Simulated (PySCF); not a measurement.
## Trend along the chalcogens: MCa cations

MP2 with double-zeta basis sets in PySCF, for the lowest determinant that a PBE0 search found; no spin–orbit coupling. De refers to high-spin ground-configuration atoms (the charge goes to the atom of lower measured ionisation energy or higher electron affinity, which is not always the lowest computed limit).

| M | basis | reference, frozen orbitals | charged atom | state (unpaired electrons) | Re (Å) | ωe (cm⁻¹) | De (eV) |
| --- | --- | --- | --- | --- | --- | --- | --- |
| O | 6-31G(d,p) | UHF, 6 | Ca+ | doublet (π ↑) | 2.023 | 621 | 2.82 |
| S | def2-SVPD | UHF, 10 | Ca+ | doublet (π ↑) | 2.522 | 383 | 2.21 |
| Se | def2-SVP | UHF, 14 | Ca+ | doublet (π ↑) | 2.643 | 293 | 1.92 |
| Te | def2-SVP | UHF, 9 | Ca+ | doublet (π ↑) | 2.877 | 242 | 1.59 |

The shortest bond is that of CaO⁺ (2.023 Å), the longest that of CaTe⁺ (2.877 Å). CaO⁺ is bound most strongly (2.82 eV) and CaTe⁺ least (1.59 eV).

The rows differ in basis set, which adds steps of its own.

Relativity is treated differently too: O no relativity; S no relativity; Se no relativity; Te scalar-relativistic core potentials.

Down a group bonds as a rule get longer and wavenumbers fall, partly through the reduced mass; this series shows no clear exception.

Correlated steps freeze the inner cores (6 to 14 orbitals); shallow outer-core shells are correlated. Correlated levels converge slowly with the basis: in double zeta they bind strong bonds too weakly, by up to about 1 eV, and carry superposition errors of some tenths. Spin–orbit coupling is left out, which matters for elements this heavy, above all for dissociation energies. For an ion De counts to the pair picked by the measured ionisation energies or electron affinities, which need not be the lowest pair at this level. States were picked by a PBE0 search and need not be the measured ground states.
